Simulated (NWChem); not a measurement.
Program: NWChem. System: Cl₂Te, charge 0, spin multiplicity 1, at a geometry optimised with PBE/def2-SVP with def2 effective core potentials on Te. The structure started from a generated list of species. Level: MP2/def2-TZVP with def2 effective core potentials on Te, 14 core orbitals frozen.

Job file:

```
start mol
memory heap 200 mb stack 900 mb global 1100 mb
geometry units angstroms nocenter noautoz
  Te     0.000000     0.000000    -0.595538
  Cl     1.851395     0.000000     0.910822
  Cl    -1.851395     0.000000     0.910822
  symmetry group C2v
end
basis spherical
  * library def2-tzvp
end
ecp
  Te library def2-ecp
end
scf
  rhf
  nopen 0
  maxiter 100
  thresh 1e-7
  semidirect memsize 60000000 filesize 0
end
mp2
  freeze core 14
end
task mp2 energy
```

Output (cleaned and shortened):

```
             Northwest Computational Chemistry Package (NWChem) 7.3.0
             --------------------------------------------------------

                                NWChem Input Module
                                -------------------

 Scaling coordinates for geometry "geometry" by  1.889725989
 (inverse scale =  0.529177249)

 Turning off AUTOSYM since
 SYMMETRY directive was detected!

                             Geometry "geometry" -> ""
                             -------------------------

 Output coordinates in angstroms (scale by  1.889725989 to convert to a.u.)

  No.       Tag          Charge          X              Y              Z
 ---- ---------------- ---------- -------------- -------------- --------------
    1 Te                  52.0000     0.00000000     0.00000000    -0.59553800
    2 Cl                  17.0000     1.85139500     0.00000000     0.91082200
    3 Cl                  17.0000    -1.85139500     0.00000000     0.91082200

 Effective nuclear repulsion energy (a.u.)     433.2860812863

            Nuclear Dipole moment (a.u.)
            ----------------------------
        X                 Y               Z
 ---------------- ---------------- ----------------
     0.0000000000     0.0000000000    -0.0000529123

      Symmetry information
      --------------------

 Group name             C2v
 Group number             16
 Group order               4
 No. of unique centers     2

      Symmetry unique atoms

     1    2


 Summary of "ao basis" -> "" (spherical)
 ------------------------------------------------------------------------------
       Tag                 Description            Shells   Functions and Types
 ---------------- ------------------------------  ------  ---------------------
 *                         def2-tzvp                  on all atoms

 Summary of "ao basis" -> "ao basis" (spherical)
 ------------------------------------------------------------------------------
       Tag                 Description            Shells   Functions and Types
 ---------------- ------------------------------  ------  ---------------------
 Te                        def2-tzvp                16       50   6s5p3d2f
 Cl                        def2-tzvp                13       37   5s5p2d1f

                                 NWChem SCF Module
                                 -----------------

  ao basis        = "ao basis"
  functions       =   124
  atoms           =     3
  closed shells   =    29
  open shells     =     0
  charge          =   0.00
  wavefunction    = RHF
  use symmetry    = T
  symmetry adapt  = T

 Summary of "ao basis" -> "ao basis" (spherical)
 ------------------------------------------------------------------------------
       Tag                 Description            Shells   Functions and Types
 ---------------- ------------------------------  ------  ---------------------
 Te                        def2-tzvp                16       50   6s5p3d2f
 Cl                        def2-tzvp                13       37   5s5p2d1f

      Symmetry analysis of basis
      --------------------------

        a1         46
        a2         17
        b1         37
        b2         24

 Forming initial guess at       0.2s

      Superposition of Atomic Density Guess
      -------------------------------------

 Sum of atomic energies:       -1230.22363123

      Non-variational initial energy
      ------------------------------

 Total energy =   -1186.070937
 1-e energy   =   -2180.563510
[...]
    21      0.579059  1 Te pz                18      0.423246  1 Te pz
     6      0.338854  1 Te s                  5      0.333597  1 Te s
    68      0.332020  2 Cl px               105     -0.332020  3 Cl px
    12     -0.309683  1 Te pz                55     -0.285478  2 Cl s
    92     -0.285478  3 Cl s                 15      0.252584  1 Te pz

 Vector   31  Occ=0.000000D+00  E= 1.513961D-02  Symmetry=b1
              MO Center=  2.4D-14,  7.1D-15, -5.2D-01, r^2= 4.4D+00
   Bfn.  Coefficient  Atom+Function         Bfn.  Coefficient  Atom+Function
  ----- ------------  ---------------      ----- ------------  ---------------
    19      0.634617  1 Te px                16      0.455150  1 Te px
    10     -0.335513  1 Te px                55     -0.290954  2 Cl s
    92      0.290954  3 Cl s                 13      0.271891  1 Te px
    70      0.259318  2 Cl pz               107     -0.259318  3 Cl pz
    67      0.159054  2 Cl pz               104     -0.159054  3 Cl pz

 Vector   32  Occ=0.000000D+00  E= 2.134891D-01  Symmetry=a1
              MO Center= -1.6D-14, -1.9D-17, -1.1D+00, r^2= 6.8D+00
   Bfn.  Coefficient  Atom+Function         Bfn.  Coefficient  Atom+Function
  ----- ------------  ---------------      ----- ------------  ---------------
    21      1.716285  1 Te pz                18     -1.350513  1 Te pz
    55     -0.324681  2 Cl s                 92     -0.324681  3 Cl s
    12      0.230500  1 Te pz

 center of mass
 --------------
 x =   0.00000000 y =   0.00000000 z =  -0.12920264

 moments of inertia (a.u.)
 ------------------
         368.388559639757           0.000000000000           0.000000000000
           0.000000000000        1224.454444683045           0.000000000000
           0.000000000000           0.000000000000         856.065885043288

  Mulliken analysis of the total density
  --------------------------------------

    Atom       Charge   Shell Charges
 -----------   ------   -------------------------------------------------------
    1 Te  24    23.39   0.29 -0.84  1.56  1.00  1.17  0.71 -0.50  6.46  0.96  1.95  0.42  9.10  0.91  0.17  0.04  0.00
    2 Cl  17    17.30   2.01  0.45  1.52  1.09  0.89  4.18  1.69  1.05  2.85  1.53  0.01  0.03  0.00
    3 Cl  17    17.30   2.01  0.45  1.52  1.09  0.89  4.18  1.69  1.05  2.85  1.53  0.01  0.03  0.00

       Multipole analysis of the density wrt the origin
       ------------------------------------------------

     L   x y z        total         open         nuclear
     -   - - -        -----         ----         -------
     0   0 0 0     -0.000000      0.000000     58.000000

     1   1 0 0      0.000000      0.000000      0.000000
     1   0 1 0      0.000000      0.000000      0.000000
     1   0 0 1     -0.967619      0.000000     31.511249

     2   2 0 0    -39.904428      0.000000    416.173825
     2   1 1 0     -0.000000      0.000000      0.000000
     2   1 0 1      0.000000      0.000000      0.000000
     2   0 2 0    -40.112186      0.000000      0.000000
     2   0 1 1      0.000000      0.000000      0.000000
     2   0 0 2    -36.721481      0.000000    131.123270

                   NWChem MP2 Semi-direct Energy/Gradient Module
                   ---------------------------------------------

  Basis functions       =    124
  Molecular orbitals    =    124
  Frozen core           =     14
  Frozen virtuals       =      0
  Active alpha occupied =     15
  Active beta occupied  =     15
  Active alpha virtual  =     95
  Active beta virtual   =     95
  Use MO symmetry       = T
  Use skeleton AO sym   = T

  AO/Fock/Back tols     =   1.0D-09  1.0D-09  1.0D-09

 GA uses MA = F    GA memory limited = T

 Available:
  local mem=  1.26D+08
 global mem=  1.44D+08
 local disk=  0.00D+00
  mp2_memr nvloc                    95
  nvloc new                    95
   1 passes of  15:        5242880                     102588                  35234972.
   1 passes of  15: M    126137217           G      144148448           F     120894337.

 Semi-direct pass number   1 of   1  for RHF alpha+beta  at        5.8s
  vrange nnbf                  7267
  mp2_eaftype                   134  avail_ma_in_mb                  1099
 EAF : mp2_eaftype filesize         134   17617486.
  mp2_eaf for mointskh                    134
Node 0 wrote     82.8 Mb in      0.2 s     Agg I/O rate:   510.5 Mb/s
 Done moints_semi at       17.9s
  mp2_eaftype                   134  avail_ma_in_mb                   965
 EAF : mp2_eaftype filesize         134   17617486.
  mp2_eaf for kh                   134
 Done maket at       18.5s
 Done multipass loop at       18.5s

          -------------------------------------------
          SCF energy               -1186.053038378827
          Correlation energy          -0.824604532999
          Singlet pairs               -0.435898954022
          Triplet pairs               -0.388705578978
          Total MP2 energy         -1186.877642911827
          -------------------------------------------

          ---------------------------------------------------
                    Spin Component Scaled (SCS) MP2
          Same spin pairs                     -0.259137052652
          Same spin scaling factor             0.333333333333
          Opposite spin pairs                 -0.565467480348
          Opposite spin scaling fact.          1.200000000000
          SCS-MP2 correlation energy          -0.764939993968
          Total SCS-MP2 energy             -1186.817978372795
          ---------------------------------------------------

 -----------------------
 Performance information
 -----------------------

 Timer overhead =  1.37D-07 seconds/call

               Nr. of calls         CPU time (s)                 Wall time (s)                GFlops
             ---------------    -------------------     ------------------------------   -------------------
Name         Min   Avg   Max    Min     Avg     Max     Min     Avg     Max   Mx/calls   Min     Max     Sum
mp2: moin     1     1     1    12.     12.     12.      12.     12.     12.     12.      0.0     0.0     0.0
mp2: make     1     1     1   0.56    0.56    0.56     0.56    0.56    0.56    0.56      0.0     0.0     0.0
mp2: tota     1     1     1    13.     13.     13.      13.     13.     13.     13.      0.0     0.0     0.0

 The average no. of pstat calls per process was 3.00D+00
 with a timing overhead of 4.12D-07s

 Task  times  cpu:       18.4s     wall:       18.4s

 Total times  cpu:       18.5s     wall:       18.5s
```
